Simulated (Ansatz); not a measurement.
Question: Name a neutral molecule of C, Cl, F, Si and H with LUMO energy (ωB97M-V/def2-TZVPP) between 0.35 and 0.65 eV and HOMO–LUMO gap (ωB97M-V/def2-TZVPP) between 10.95 and 11.25 eV (Ansatz, PBE0-D4/def2-TZVP geometry).

Answer: `C[Si](C)(Cl)/C=C\[Si](F)(F)Cl` (0.36 eV, 11.01 eV). Other molecules can fit too; these were computed, each in one conformer that needn't be the lowest.
